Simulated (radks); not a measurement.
Dynamic dipole polarisability and lines of the nickel ion Ni16+, [Ne] 3s2. Calculated with a radial shooting solver on a logarithmic mesh with Libxc functionals: scalar-relativistic Kohn-Sham, LDA (Slater exchange, VWN5 correlation), spin-polarised, spherical densities, finite nucleus; Fermi nuclear charge, rms radius of each element as measured or else 0.836 A^(1/3) + 0.57 fm. Time-dependent linear response with the Hartree and adiabatic LDA kernel, continuum included through the Sternheimer equations, no spin-orbit coupling, so fine structure and intercombination lines are absent. Lines are the poles of the dipole polarisability below minus the highest occupied eigenvalue, found on a grid refined at the orbital gaps; the lowest seven at most are given, and weak or close lines can be missed. The first line takes the name of the lowest orbital gap if no other gap lies below it; otherwise a line is named after a gap within 0.6 % of it, if that gap stands alone.

photon energy (eV),alpha (bohr^3)
0,0.2212
27.294,0.3115
81.881,-0.1143
136.47,-0.02153
191.06,-0.001835
245.64,0.01280
300.23,-0.04610
354.82,-0.002059
409.40,-0.006619
463.99,0.0001945
518.58,-0.002500

Lines (eV, oscillator strength): 49.877 (24.86 nm, 3s-3p), f = 0.710; 287.96 (4.306 nm, 3s-4p), f = 0.464; 392.11 (3.162 nm, 3s-5p), f = 0.139; 444.81 (2.787 nm, 3s-6p), f = 0.0629; 475.35 (2.608 nm, 3s-7p), f = 0.0345; 494.65 (2.506 nm, 3s-8p), f = 0.0212; 507.64 (2.442 nm, unassigned), f = 0.0140. Higher lines, where found, are left out when the end of the mesh affects them. Those listed give 98 % of the static polarisability (sum of f/w^2). Orbital energy gaps for comparison: 3s-3p 40.139 eV; 3s-4p 288.64 eV; 3s-5p 392.36 eV; 3s-6p 444.93 eV; 3s-7p 475.41 eV.
